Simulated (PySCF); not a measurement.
MoH4, SMILES [MoH4] (connectivity only; charge and spin as stated), neutral, multiplicity 3. Atoms are numbered in the order given.

```xyz
5

Mo     0.0000     0.0000     0.0000
H      0.9776     0.9776     0.9776
H     -0.9776     0.9776    -0.9776
H     -0.9776    -0.9776     0.9776
H      0.9776    -0.9776    -0.9776
```
Charge 0, spin multiplicity 3.

The structure is a stationary point at B3LYP-D3(BJ)/def2-TZVPD. The multiplicity is an assumed one; other spin states were not compared. The def2 effective core potentials stand for the cores of Mo; spin–orbit coupling is left out.

These are M06-2X/def2-TZVPD (PySCF) values and carry that method's errors.

Mulliken values depend strongly on the basis, most of all with diffuse functions as here. ESP charges are fitted to the potential on shells at 1.4 to 2.0 van der Waals radii. Atomic charges (e):

| atom | ESP fit | Mulliken | Mulliken spin |
|---|---|---|---|
| Mo1 | (withheld) | -0.11 | 2.65 |
| H2 | (withheld) | 0.03 | -0.16 |
| H3 | (withheld) | 0.03 | -0.16 |
| H4 | (withheld) | 0.03 | -0.16 |
| H5 | (withheld) | 0.03 | -0.16 |

**Question.** Fill in the missing entries. (Estimate from the structure and the level; the computed values follow.)

**Answer.** 
- Mo1, ESP fit: 0.65
- H2, ESP fit: -0.16
- H3, ESP fit: -0.16
- H4, ESP fit: -0.16
- H5, ESP fit: -0.16
